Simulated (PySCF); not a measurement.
Molecule: `C#C/C=C\C(=O)OC`, C$_{6}$H$_{6}$O$_{2}$.

Cartesian coordinates in Å; atom numbers follow the order of the lines, from 1:
```xyz
14

C     2.862    1.674    0.366
C     2.406    0.625   -0.005
C     1.963   -0.627   -0.458
C     0.682   -1.019   -0.479
C    -0.428   -0.170   -0.025
O    -0.347    0.951    0.412
O    -1.599   -0.824   -0.162
C    -2.755   -0.111    0.242
H     3.216    2.604    0.699
H     2.742   -1.296   -0.806
H     0.402   -1.997   -0.839
H    -2.688    0.151    1.300
H    -2.856    0.809   -0.339
H    -3.600   -0.771    0.064
```

Frames of a GFN2-xTB Langevin trajectory at 600 K; GIAO PBE0/pcSseg-1 shieldings in PySCF, gas phase, non-relativistic; equivalent atoms averaged within each frame.

Referencing at the same level of theory: TMS for 13C (186.93 ppm) and 1H (31.72 ppm); H2O for 17O (336.08 ppm). The references are static minima.

How do the shifts (ppm) fluctuate along the trajectory?

## Answers


```tsv
time (fs)	C5	C4	C3	C1	C2	C8	O6	O7	H11	H10
optimised geometry	171.8	139.6	132.7	108.8	84.8	53.5	430.8	199.7	6.45	6.38
250	180.3	146.7	125.4	104.4	84.9	52.3	479.0	198.3	7.73	6.23
425	168.8	142.1	113.7	109.8	87.7	55.9	411.0	202.9	6.93	6.34
625	194.3	146.4	135.8	98.9	90.6	55.5	544.9	216.7	6.31	7.33
800	190.3	151.7	152.4	118.7	91.7	63.5	499.9	227.1	6.91	7.55
1000	181.4	146.6	144.4	113.1	103.1	52.1	453.7	218.4	6.55	6.55
mean of frames	183.0	146.7	134.3	109.0	91.6	55.9	477.7	212.7	6.89	6.80
standard deviation	9.9	3.4	15.3	7.6	7.0	4.6	50.1	11.8	0.54	0.60
```

5 frames give an uncertainty of the mean of about the standard deviation over 2.2 at best, since frames this close in time may not be independent; classical motion lacks zero-point vibration, and the reference would need the same averaging.
